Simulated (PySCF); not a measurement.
H3O3Y. Atoms are numbered in the order given.

```xyz
7

Y      0.0000     0.0000     0.0000
O      2.0275     0.0000     0.0000
H      2.9828     0.0000     0.0000
O     -1.0138    -1.7559     0.0000
H     -1.4914    -2.5832     0.0000
O     -1.0138     1.7559     0.0000
H     -1.4914     2.5832     0.0000
```
Charge 0, spin multiplicity 1.

Geometry optimised at PBE0-D3(BJ)/def2-SVP. The def2 effective core potentials stand for the cores of Y; spin–orbit coupling is left out. One conformer was computed; it need not be the lowest.

Level of theory: PBE0-D3(BJ)/def2-SVP (PySCF).

Frequencies are harmonic and unscaled.

Modes within 1.5 cm⁻¹ of each other (mostly degenerate sets) share a row, with their intensities summed.

```csv
mode,ν (cm⁻¹),IR (km/mol),Raman (Å⁴/amu),depolarisation,moving atoms (share of kinetic energy)
1,63,13.7,0.0,–,"O 49 %, Y 35 %, H 17 %"
2–3,141,1.8,3.1,0.75,"O 73 %, H 16 %, Y 12 %"
4,257,0.0,0.0,–,"H 88 %, O 12 %"
5–6,328,547.6,8.1,0.75,"H 83 %, O 16 %"
7–8,463,0.0,7.2,0.75,"H 88 %, O 12 %"
9,480,550.4,0.0,–,"H 81 %, O 17 %"
10,630,0.0,11.7,0.01,O 94 %
11–12,643,449.6,0.8,0.75,"O 71 %, Y 24 %"
13–15,4024,381.5,577.8,0.75,H 94 %
```
